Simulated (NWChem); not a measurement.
System: InN2H4Cl; SMILES [In]([Cl])([NH2])[NH2]

Here is an NWChem input.

```
start job
memory heap 200 mb stack 900 mb global 1100 mb
geometry units angstroms noautoz
  In    -0.035043    -0.325777     0.000000
  Cl     0.028823     2.032783     0.000000
  N      0.121315    -1.181869     1.826446
  H     -0.184294    -0.591532     2.596134
  H     -0.293434    -2.103608     1.936196
  N      0.121315    -1.181869    -1.826446
  H     -0.293434    -2.103608    -1.936196
  H     -0.184294    -0.591532    -2.596134
end
basis spherical
  * library def2-svpd
end
ecp
  In library def2-ecp
end
dft
  xc xpbe96 cpbe96
  iterations 150
end
tddft
  cis
  nroots 6
  notriplet
end
task tddft energy
```

Parts of the log:

```
             Northwest Computational Chemistry Package (NWChem) 7.3.0
             --------------------------------------------------------

 CS  symmetry detected

                             Geometry "geometry" -> ""
                             -------------------------

 Output coordinates in angstroms (scale by  1.889725989 to convert to a.u.)

  No.       Tag          Charge          X              Y              Z
 ---- ---------------- ---------- -------------- -------------- --------------
    1 In                  49.0000    -0.02816931     0.28610026     0.00000000
    2 Cl                  17.0000     0.02654501    -2.07268979     0.00000000
    3 N                    7.0000     0.13150914     1.14157915     1.82644600
    4 H                    1.0000    -0.17638806     0.55243235     2.59613400
    5 H                    1.0000    -0.27966039     2.06492043     1.93619600
    6 N                    7.0000     0.13150914     1.14157915    -1.82644600
    7 H                    1.0000    -0.27966039     2.06492043    -1.93619600
    8 H                    1.0000    -0.17638806     0.55243235    -2.59613400

 Effective nuclear repulsion energy (a.u.)     474.9061486069

      Symmetry information
      --------------------

 Group name             Cs
 Group number              2
 Group order               2
 No. of unique centers     5

 Summary of "ao basis" -> "ao basis" (spherical)
 ------------------------------------------------------------------------------
       Tag                 Description            Shells   Functions and Types
 ---------------- ------------------------------  ------  ---------------------
 In                        def2-svpd                12       32   5s4p3d
 Cl                        def2-svpd                11       27   5s4p2d
 N                         def2-svpd                 8       20   4s2p2d
 H                         def2-svpd                 4        8   2s2p

      Symmetry analysis of basis
      --------------------------

        a'         77
        a"         54

            General Information
            -------------------
          SCF calculation type: DFT
          Wavefunction type:  closed shell.
          No. of atoms     :     8
          No. of electrons :    56
           Alpha electrons :    28
            Beta electrons :    28
          Charge           :     0
          Spin multiplicity:     1
          Use of symmetry is: off; symmetry adaption is: on
          Maximum number of iterations: 150
          AO basis - number of functions:   131
                     number of shells:    55
          Convergence on energy requested:  1.00D-06
          Convergence on density requested:  1.00D-05
          Convergence on gradient requested:  5.00D-04

              XC Information
              --------------
          PerdewBurkeErnzerhof Exchange Functional  1.000
            Perdew 1991 LDA Correlation Functional  1.000 local
           PerdewBurkeErnz. Correlation Functional  1.000 non-local

             Grid Information
             ----------------
          Grid used for XC integration:  medium
          Radial quadrature: Mura-Knowles
          Angular quadrature: Lebedev.
          Tag              B.-S. Rad. Rad. Pts. Rad. Cut. Ang. Pts.
          ---              ---------- --------- --------- ---------
          In                  1.55      123          12.0       590
          Cl                  1.00       88          12.0       590
          N                   0.65       49          12.0       434
          H                   0.35       45          14.0       434
          Grid pruning is: on
          Number of quadrature shells:   489
          Spatial weights used:  Erf1

      Superposition of Atomic Density Guess
      -------------------------------------

 Sum of atomic energies:        -787.86448835

      Non-variational initial energy
      ------------------------------

 Total energy =    -760.013397
 1-e energy   =   -1602.799045
 2-e energy   =     599.724792
 HOMO         =      -0.339812
 LUMO         =      -0.071204

      Symmetry analysis of molecular orbitals - initial
      -------------------------------------------------

  Numbering of irreducible representations:

     1 a'          2 a"

  Orbital symmetries:

     1 a'          2 a'          3 a"          4 a'          5 a'
     6 a"          7 a'          8 a'          9 a"         10 a'
    11 a'         12 a'         13 a"         14 a'         15 a"
    16 a'         17 a"         18 a'         19 a'         20 a'
    21 a"         22 a'         23 a"         24 a'         25 a'
    26 a"         27 a'         28 a"         29 a'         30 a'
    31 a'         32 a"         33 a'         34 a'         35 a'
    36 a"         37 a'         38 a"

 !! scf_movecs_sym_adapt:   78 vectors were symmetry contaminated

  Symmetry fudging

 !! scf_movecs_sym_adapt:    4 vectors were symmetry contaminated

   convergence    iter        energy       DeltaE   RMS-Dens  Diis-err
 ---------------- ----- ----------------- --------- --------- ---------
 d= 0,ls=0.0,diis     1   -761.6760906402 -1.00D+03  2.20D-02  7.56D-01

 !! scf_movecs_sym_adapt:   79 vectors were symmetry contaminated

  Symmetry fudging

 !! scf_movecs_sym_adapt:    4 vectors were symmetry contaminated

 d= 0,ls=0.0,diis     2   -761.4324625145  2.44D-01  1.23D-02  2.53D+00

 !! scf_movecs_sym_adapt:   77 vectors were symmetry contaminated

  Symmetry fudging

 !! scf_movecs_sym_adapt:    4 vectors were symmetry contaminated

 d= 0,ls=0.0,diis     3   -761.7593923166 -3.27D-01  3.26D-03  1.18D-01

 !! scf_movecs_sym_adapt:   76 vectors were symmetry contaminated

  Symmetry fudging

 !! scf_movecs_sym_adapt:    3 vectors were symmetry contaminated

 d= 0,ls=0.0,diis     4   -761.7689038771 -9.51D-03  1.55D-03  3.63D-02

 !! scf_movecs_sym_adapt:   63 vectors were symmetry contaminated

  Symmetry fudging

 !! scf_movecs_sym_adapt:    2 vectors were symmetry contaminated

 d= 0,ls=0.0,diis     5   -761.7746358673 -5.73D-03  3.41D-04  8.22D-04

 !! scf_movecs_sym_adapt:   23 vectors were symmetry contaminated

  Symmetry fudging

 !! scf_movecs_sym_adapt:    2 vectors were symmetry contaminated

  Resetting Diis
 d= 0,ls=0.0,diis     6   -761.7747296032 -9.37D-05  8.25D-05  2.59D-05
 d= 0,ls=0.0,diis     7   -761.7747325885 -2.99D-06  3.40D-05  1.92D-06
 d= 0,ls=0.0,diis     8   -761.7747323087  2.80D-07  2.05D-05  4.01D-06
 d= 0,ls=0.0,diis     9   -761.7747328538 -5.45D-07  3.49D-06  3.63D-07

         Total DFT energy =     -761.774732853800
      One electron energy =    -1605.833734189731
           Coulomb energy =      660.935308911604
    Exchange-Corr. energy =      -59.937163525253
 Nuclear repulsion energy =      243.060855949579

 Numeric. integr. density =       56.000010987596

                  Occupations of the irreducible representations
                  ----------------------------------------------

                     irrep           alpha         beta
                     --------     --------     --------
                     a'               18.0         18.0
                     a"               10.0         10.0

                       DFT Final Molecular Orbital Analysis
                       ------------------------------------

[...]

                                NWChem TDDFT Module
                                -------------------

            General Information
            -------------------
           No. of orbitals :     262
            Alpha orbitals :     131
             Beta orbitals :     131
        Alpha frozen cores :       0
         Beta frozen cores :       0
     Alpha frozen virtuals :       0
      Beta frozen virtuals :       0
         Spin multiplicity :       1
    Number of AO functions :     131
        Use of symmetry is : off
      Symmetry adaption is : on
         Schwarz screening :  0.10D-07

              XC Information
              --------------
   PerdewBurkeErnzerhof Exchange Functional   1.00
     Perdew 1991 LDA Correlation Functional   1.00 local
    PerdewBurkeErnz. Correlation Functional   1.00 non-local

             TDDFT Information
             -----------------
          Calculation type : Tamm-Dancoff TDDFT
         Wavefunction type : Restricted singlets
          No. of electrons :      56
           Alpha electrons :      28
            Beta electrons :      28
              No. of roots :       6
          Max subspacesize :    5200
            Max iterations :     100
               Target root :       1
           Target symmetry : none
      Symmetry restriction : off
                 Algorithm : Optimal
        Davidson threshold :  0.10D-03

    6 smallest eigenvalue differences (eV)
--------------------------------------------------------
  No. Spin  Occ  Vir  Irrep   E(Occ)    E(Vir)   E(Diff)
--------------------------------------------------------
    1    1   28   29 a"       -0.226    -0.091     3.669
    2    1   27   29 a'       -0.243    -0.091     4.141
    3    1   26   29 a"       -0.265    -0.091     4.740
    4    1   28   30 a"       -0.226    -0.045     4.905
    5    1   25   29 a'       -0.273    -0.091     4.964
    6    1   27   30 a'       -0.243    -0.045     5.377
--------------------------------------------------------

  Entering Davidson iterations
  Restricted singlet excited states

  Iter   NTrls   NConv    DeltaV     DeltaE      Time
  ----  ------  ------  ---------  ---------  ---------
    1      6       0     0.18E+00   0.10+100       19.0
    2     12       0     0.74E-01   0.35E-01       18.8
    3     18       0     0.66E-01   0.51E-02       17.9
    4     24       2     0.26E-01   0.60E-02       18.2
    5     28       5     0.32E-02   0.89E-03       15.1
    6     29       5     0.71E-03   0.10E-04       15.3
    7     30       6     0.93E-04   0.48E-06       13.3
  ----  ------  ------  ---------  ---------  ---------
  Convergence criterion met

  Ground state a'       -761.774732853800 a.u.

  ----------------------------------------------------------------------------
  Root   1 singlet a"             0.149413585 a.u.                4.0658 eV
  ----------------------------------------------------------------------------
     Transition Moments    X  0.00000   Y -0.00000   Z  0.61378
     Dipole Oscillator Strength                    0.0375248217
     Electric Quadrupole                           0.0000001031
     Magnetic Dipole                               0.0000001627
     Total Oscillator Strength                     0.0375250875

     Occ.   23  a"  ---  Virt.   29  a'      -0.11382
     Occ.   26  a"  ---  Virt.   29  a'       0.08106
     Occ.   28  a"  ---  Virt.   29  a'       0.95106
     Occ.   28  a"  ---  Virt.   30  a'       0.25227
     Occ.   28  a"  ---  Virt.   33  a'       0.05014
  ----------------------------------------------------------------------------
  Root   2 singlet a'             0.163790140 a.u.                4.4570 eV
  ----------------------------------------------------------------------------
     Transition Moments    X -0.42903   Y -0.35601   Z  0.00000
     Dipole Oscillator Strength                    0.0339380292
     Electric Quadrupole                           0.0000000973
     Magnetic Dipole                               0.0000001330
     Total Oscillator Strength                     0.0339382594

     Occ.   24  a'  ---  Virt.   29  a'      -0.07840
     Occ.   25  a'  ---  Virt.   29  a'      -0.16242
     Occ.   27  a'  ---  Virt.   29  a'      -0.95749
     Occ.   27  a'  ---  Virt.   30  a'      -0.19014
     Occ.   28  a"  ---  Virt.   32  a"       0.06842
  ----------------------------------------------------------------------------
  Root   3 singlet a"             0.178264535 a.u.                4.8508 eV
  ----------------------------------------------------------------------------
     Transition Moments    X  0.00000   Y -0.00000   Z  0.34339
     Dipole Oscillator Strength                    0.0140138285
     Electric Quadrupole                           0.0000000115
     Magnetic Dipole                               0.0000000318
     Total Oscillator Strength                     0.0140138718

     Occ.   26  a"  ---  Virt.   29  a'      -0.98834
     Occ.   28  a"  ---  Virt.   30  a'       0.12737
  ----------------------------------------------------------------------------
  Root   4 singlet a'             0.188229750 a.u.                5.1220 eV
  ----------------------------------------------------------------------------
     Transition Moments    X  0.53503   Y  0.08834   Z  0.00000
     Dipole Oscillator Strength                    0.0369009890
     Electric Quadrupole                           0.0000000091
     Magnetic Dipole                               0.0000000122
     Total Oscillator Strength                     0.0369010103

     Occ.   25  a'  ---  Virt.   29  a'      -0.96699
     Occ.   27  a'  ---  Virt.   29  a'       0.11574
     Occ.   27  a'  ---  Virt.   30  a'       0.20264
     Occ.   28  a"  ---  Virt.   32  a"      -0.06510
  ----------------------------------------------------------------------------
  Root   5 singlet a"             0.198563527 a.u.                5.4032 eV
  ----------------------------------------------------------------------------
     Transition Moments    X -0.00000   Y -0.00000   Z  0.68222
     Dipole Oscillator Strength                    0.0616105138
     Electric Quadrupole                           0.0000002037
     Magnetic Dipole                               0.0000001880
     Total Oscillator Strength                     0.0616109055

     Occ.   23  a"  ---  Virt.   29  a'      -0.24783
     Occ.   23  a"  ---  Virt.   30  a'      -0.05977
     Occ.   23  a"  ---  Virt.   33  a'       0.05835
     Occ.   26  a"  ---  Virt.   29  a'      -0.08860
     Occ.   26  a"  ---  Virt.   30  a'       0.16928
     Occ.   27  a'  ---  Virt.   38  a"      -0.05670
     Occ.   28  a"  ---  Virt.   29  a'       0.19186
     Occ.   28  a"  ---  Virt.   30  a'      -0.89890
     Occ.   28  a"  ---  Virt.   31  a'       0.16867
     Occ.   28  a"  ---  Virt.   33  a'       0.05931
  ----------------------------------------------------------------------------
  Root   6 singlet a'             0.213869675 a.u.                5.8197 eV
  ----------------------------------------------------------------------------
     Transition Moments    X  0.34078   Y  0.20284   Z  0.00000
     Dipole Oscillator Strength                    0.0224238441
     Electric Quadrupole                           0.0000001735
     Magnetic Dipole                               0.0000000005
     Total Oscillator Strength                     0.0224240181

     Occ.   22  a'  ---  Virt.   29  a'      -0.08303
     Occ.   24  a'  ---  Virt.   29  a'       0.31987
     Occ.   24  a'  ---  Virt.   30  a'       0.07331
     Occ.   25  a'  ---  Virt.   29  a'      -0.14481
     Occ.   25  a'  ---  Virt.   30  a'      -0.18122
     Occ.   27  a'  ---  Virt.   29  a'       0.14003
     Occ.   27  a'  ---  Virt.   30  a'      -0.86548
     Occ.   27  a'  ---  Virt.   31  a'       0.11384
     Occ.   28  a"  ---  Virt.   32  a"      -0.16766
     Occ.   28  a"  ---  Virt.   38  a"      -0.07455

              Target root =      1
          Target symmetry = none
      Ground state energy =   -761.774732853800
        Excitation energy =      0.149413584576
     Excited state energy =   -761.625319269224

  stored tddft:energy   -761.62531926922418
```

Level: PBE/def2-SVPD with def2 effective core potentials on In, TDA. Structure relaxed at the PBE0/def2-SVP level. No frequency run checked for a minimum. def2 effective core potentials on In; no spin-orbit coupling.
